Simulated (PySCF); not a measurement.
# Relaxation of singlet WH₆

These are results of PySCF, PBE0, basis W def2-TZVP with ECP60, H def2-TZVP (scalar-relativistic core potentials, no spin–orbit coupling, density fitting), not measurements. A (50,194) grid was used.

A start displaced from a saddle point along its imaginary mode, with no symmetry imposed:

```xyz
7
charge 0 multiplicity 1, angstrom
W     0.0000    0.0000    0.0000
H     0.1158    0.0315    1.8045
H     0.1158    0.0315   -1.8045
H     1.8045   -0.0315    0.0134
H    -0.1158    1.8045   -0.0134
H    -1.8045   -0.0315    0.0134
H    -0.1158   -1.8045   -0.0134
```

**Question.** What does it relax to?

**Answer.** It ends at C5v with W–H 1.674 Å (×5), W–H 1.730 Å; H–W–H 64.4° (×5), H–W–H 114.9° (×5), H–W–H 119.2° (×5) (after a last refinement on a finer grid). A frequency run shows a minimum.

**Question.** How much energy is released, and in how many steps?

**Answer.** 545.6 kJ/mol in 20 steps.

With an element this heavy the missing spin–orbit coupling can shift these numbers.

The relaxation took roughly 80 core-seconds on a shared host.
